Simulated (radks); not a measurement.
The mean radii <r> (bohr) of the occupied orbitals of an atom or ion are listed with their occupations. Calculated with a radial shooting solver on a logarithmic mesh with Libxc functionals: scalar-relativistic Kohn-Sham, r2SCAN, spin-polarised, spherical densities, finite nucleus; meta-GGA in the generalised Kohn-Sham scheme; Fermi nuclear charge, rms radius of each element as measured or else 0.836 A^(1/3) + 0.57 fm.

| orbital | occ. | <r> |
|---|---|---|
| 1s down | 1 | 0.02507 |
| 1s up | 1 | 0.02507 |
| 2s up | 1 | 0.1074 |
| 2s down | 1 | 0.1074 |
| 2p up | 3 | 0.09426 |
| 2p down | 3 | 0.09426 |
| 3s up | 1 | 0.2846 |
| 3s down | 1 | 0.2846 |
| 3p up | 3 | 0.2828 |
| 3p down | 3 | 0.2828 |
| 3d up | 5 | 0.2599 |
| 3d down | 5 | 0.2599 |
| 4s up | 1 | 0.6545 |
| 4s down | 1 | 0.6546 |
| 4p up | 3 | 0.6931 |
| 4p down | 3 | 0.6932 |
| 4d up | 5 | 0.7679 |
| 4d down | 5 | 0.7678 |
| 5s up | 1 | 1.578 |
| 5s down | 1 | 1.567 |
| 5p up | 3 | 1.830 |
| 5p down | 3 | 1.802 |
| 5d up | 2 | 3.083 |
| 6p up | 1 | 6.102 |

Name the element and its charge. Open shells, if any, are filled with parallel spins first.

Answer. Z = 57, lanthanum, charge 0: La in [Xe] 5d2 6p1. The 1s radius gives Z: for a bare nucleus <r> = (2 gamma + 1)/(2Z) with gamma = sqrt(1 - (Z/c)^2), 0.02473 bohr for Z = 57, and screening makes it slightly larger (0.02507 here). The occupations add up to 57, and the charge is Z minus that.
